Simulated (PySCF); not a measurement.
# Exercise with solution: entropy of an ideal gas

Cl2HSi, SMILES Cl[SiH]Cl, multiplicity 2.

The structure is a stationary point at PBE0-D3(BJ)/def2-TZVP. The isomer is the one that the SMILES or the coordinates give; other isomers of the formula were not compared.

PBE0-D3(BJ)/def2-TZVP run with PySCF gives the harmonic wavenumbers 178, 518, 581, 653, 742, 2186 cm⁻¹ and the rotational temperatures 0.7612, 0.1205, 0.1053 K. The molar mass is 99.99 g/mol, the symmetry number 1, the spin multiplicity 2.

Q: Work out the entropy at 298.15 K and 1 atm in the rigid-rotor, harmonic-oscillator model.

A: 
Translation (Sackur–Tetrode at 1 atm): S = R[1.5 ln M + 2.5 ln T − 1.16487] = 166.2 J/(mol K).
Rotation: q = (√π/σ) T^1.5/√(θA θB θC) = 92800, S = R[ln q + 3/2] = 107.6 J/(mol K).
Vibration: with u = 1.4388 ν/T, each mode gives R[u/(e^u − 1) − ln(1 − e^−u)]:
```csv
ν (cm⁻¹),modes,u,S (J/(mol K))
178,1,0.86,9.83
518,1,2.50,2.57
581,1,2.80,2.02
653,1,3.15,1.54
742,1,3.58,1.09
```
The stiffer modes add less than 0.005 each. Sum 17.0 J/(mol K).
Spin: R ln 2 = 5.8 J/(mol K).
Total 296.6 J/(mol K); the program's own thermochemistry gives 296.5. Translation makes up 56 % and vibration 6 %. Anharmonicity, hindered rotation and orbital degeneracy are left out.
